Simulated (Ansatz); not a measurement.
Reactions of C9H20 (`CC(C)(C)CC(C)(C)C`).

Program: Ansatz. Geometries: PBE0-D4/def2-TZVP. ΔE: electronic, gas phase. CCSD(T)/CBS is the MP2 limit (def2-TZVPP, def2-QZVPP) plus CCSD(T) − MP2 in def2-TZVPP, frozen cores. This one scheme is used for every species. Functionals use def2-TZVPP. For Ga outer-core shells are correlated without core-valence functions, which leaves a few kJ/mol of doubt a bond. Scalar relativity is left out up to krypton. One conformer a species, not always the lowest.

| reaction | CCSD(T)/def2-SVP (kcal/mol) | B2PLYP (kcal/mol) | ωB97M-V (kcal/mol) |
| --- | --- | --- | --- |
| `CC(C)(C)CC(C)(C)C` + H₂ → `CC(C)CC(C)(C)C` + CH₄ | -17.0 | -20.1 | -17.3 |
| `CC(C)(C)CC(C)(C)C` + `[NH2][Ga]([Cl])[Cl]` → `C[NH][Ga]([Cl])[Cl]` + `CC(C)CC(C)(C)C` | 6.7 | 6.5 | 8.6 |
| `CC(C)(C)CC(C)(C)C` + `CC(C)(C)S` → `CSC(C)(C)C` + `CC(C)CC(C)(C)C` | 4.0 | -0.5 | 0.7 |
| `CC(C)(C)CC(C)(C)C` + `O=[CH][GaH2]` → `[CH3][GaH][CH]=O` + `CC(C)CC(C)(C)C` | -6.4 | -11.3 | -9.2 |
| `CC(C)(C)CC(C)(C)C` + ethane → `CCCC(C)(C)C` + `CC(C)C` | -3.4 | -5.6 | -3.4 |

Q: Give the CCSD(T)/CBS values in the same order. (An estimate is asked.)

A: The calculation gave: -16.7, 8.8, 1.0, -10.0, -3.3 kcal/mol.

Largest T1 diagnostic: 0.017, for `O=[CH][GaH2]`.
